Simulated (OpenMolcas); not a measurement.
## Ge2+: effect of the active space

```yaml
Program: OpenMolcas 26.06
Method: XMS-CASPT2 or its RAS form, IPEA 0.25 Eh, imaginary shift 0.1 Eh
Basis: ANO-RCC-VTZP
Scalar_Hamiltonian: DKH2, point nucleus
Spin-orbit_coupling: RASSI with atomic mean-field integrals over the reference wave functions, term energies averaged over their components
```

A. 2 electrons in 4 orbitals (4s 4p); 2S+1 = 3 even, 3 roots; 2S+1 = 1 even, 7 roots; 2S+1 = 3 odd, 3 roots; 2S+1 = 1 odd, 3 roots; closed shells correlated: 3d; CASPT2 step about 1.1 core-seconds
B. 2 electrons in 9 orbitals (RAS2 4s 4p; RAS3 4d, at most 2 electrons); 2S+1 = 3 even, 3 roots; 2S+1 = 1 even, 7 roots; 2S+1 = 3 odd, 3 roots; 2S+1 = 1 odd, 3 roots; closed shells correlated: 3d; CASPT2 step roughly 5 core-seconds

Energies in cm⁻¹ above 4s² ¹S₀, the measured ground level; measured values from Sugar and Musgrove, J. Phys. Chem. Ref. Data 22, 1213 (1993).

| Level | A | B | Measured |
| --- | --- | --- | --- |
| 4s² ¹S₀ | 0.0 | 0.0 | 0.0 |
| 4s 4p ³P°₀ | 60890 | 60800 | 61734 |
| 4s 4p ³P°₁ | 61550 | 61450 | 62500 |
| 4s 4p ³P°₂ | 62920 | 62820 | 64144 |
| 4s 4p ¹P°₁ | 93370 | 92410 | 91873 |
| 4p² ¹D₂ | 146780 | 146320 | 144975 |
| 4p² ³P₀ | 147210 | 147070 | 147685 |

Deviations, from unrounded energies. A percentage is the sum of absolute deviations over the sum of measured energies, with the sign that they share, or ± where signs differ.

```tsv
Against measurement	Levels	A	B
mean absolute deviation (cm-1)	6	1100	970
other configurations (%)	6	±1.2	±1.0
```

B lies closest to measurement on these levels. The largest miss of B in the table is 4p² ¹D₂, by +1300 cm-1. The ranking rests on the paired levels alone, and a cruder setting can come out closer through cancelling errors.

Between A and B the level of the table that moves most is 4s 4p ¹P°₁, by 960 cm-1 (lowest in B, highest in A). Moves below CASPT2's spread within the term are not significant.

CASPT2 does not keep the components of a term degenerate, so their means are used; among the terms shown or strongly mixed into the levels shown the widest spread is 490 cm-1 (4p² ¹D, A). Over all roots computed the reference weight is 0.84 to 0.96 in A; the roots of lowest weight are the least certain, and an intruder state may touch them. The ¹D term of p² mixes with s d, which this space lacks (holds for A). Active for correlation alone: 4d; no level in the range computed is led by a configuration that fills it, so any true level of that kind is missing (holds for B). Some terms mix strongly with configurations of 4d, whose occupation reaches 0.22 (4p² ¹D) (holds for B). Measured partners are found by configuration, term and J. A level has none where our copy of the source lacks it or the pairing is in doubt (some pairs that miss far off the trend of their configuration count as doubtful), and it then counts in no deviation. Levels of configurations outside the active space are missing. The table leaves out levels that lie high or whose names do not pair safely across all columns.

° marks odd parity.
